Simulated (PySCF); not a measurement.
## Property card for `C([Si](C)(C)C)=C`

Compound: C5H12Si.
Geometry (PBE0-D3(BJ)/def2-SVP, Å), atoms numbered from 1 in this order:
```xyz
18
C5H12Si angstrom
C      2.4902   -0.4841    0.4675
C      1.4177    0.2400    0.8088
Si    -0.2734    0.1073    0.0013
C     -0.7499    1.7884   -0.7027
C     -1.5349   -0.3978    1.3056
C     -0.2209   -1.1776   -1.3715
H      3.4582   -0.3731    0.9701
H      2.4539   -1.2287   -0.3363
H      1.5409    0.9648    1.6272
H     -1.7466    1.7526   -1.1711
H     -0.0262    2.1172   -1.4649
H     -0.7776    2.5548    0.0882
H     -1.5620    0.3290    2.1331
H     -2.5476   -0.4546    0.8749
H     -1.2893   -1.3834    1.7311
H      0.5073   -0.9051   -2.1515
H      0.0512   -2.1710   -0.9813
H     -1.2085   -1.2659   -1.8516
```

Structural features include: C=C double bond and C–Si bond.

**PBE0-D3(BJ)/def2-SVP geometry optimisation, gas phase (PySCF)**

| Quantity | Value |
| --- | --- |
| Point group | Cs |
| Rotational constants A, B, C | 3.087, 1.948, 1.923 GHz |

CAM-B3LYP/def2-SVPD ground state, ΔSCF and vertical TDDFT (core frozen in the response) (PySCF):

| Quantity | Value |
| --- | --- |
| Dipole moment | 0.13 D |
| HOMO energy | -8.94 eV |
| LUMO energy | 0.95 eV |
| HOMO–LUMO gap | 9.89 eV |
| Lowest singlet excitation | 6.59 eV (188 nm, f = 0.004) |
| Strongest line among the 10 lowest singlet transitions | S2 at 7.15 eV (173 nm, f = 0.452) |
| Lowest triplet excitation (Tamm–Dancoff) | 4.23 eV |
| Static isotropic polarisability | 87.9 au |
| Vertical ionisation energy | 9.69 eV |
| Electronic spatial extent ⟨r²⟩ about the centre of nuclear charge | 874 bohr² |

From CAM-B3LYP/pcSseg-1 ground state and GIAO shieldings, non-relativistic (PySCF):

| Quantity | Value |
| --- | --- |
| 13C chemical shifts (computed TMS as zero) by class | 152.8 (C2), 142.5 (C1), -1.6 (C4/C5/C6) ppm |
| 1H chemical shifts (computed TMS as zero) by class | 6.30 (H9), 6.08 (H7), 5.87 (H8), 0.08 (H10/H11/H12/H13/H14/H15/H16/H17/H18) ppm |
| Isotropic shieldings of nuclei other than C and H, by class | 350 (Si3) ppm |

Monoisotopic mass from the formula: 100.0708 u.

The dipole matches unit charges of opposite sign 0.03 Å apart (1 e·Å = 4.8032 D). The largest Löwdin shares of the HOMO are 0.34 on C1, 0.32 on C2, 0.07 on C5 and 0.07 on C4. S1 lies 3.30 eV below the HOMO–LUMO gap; its leading configuration is HOMO−1→LUMO, weight 0.94. In wavenumbers S1 is 53200 cm⁻¹ (1 eV = 8065.54 cm⁻¹).

Geometry: PBE0-D3(BJ)/def2-SVP; no solvent or vibrations. NMR classes are plain means over equivalent atoms (diastereotopic ones count apart unless rotation or inversion swaps them), as if these changed places fast; in this geometry the members of some classes differ.
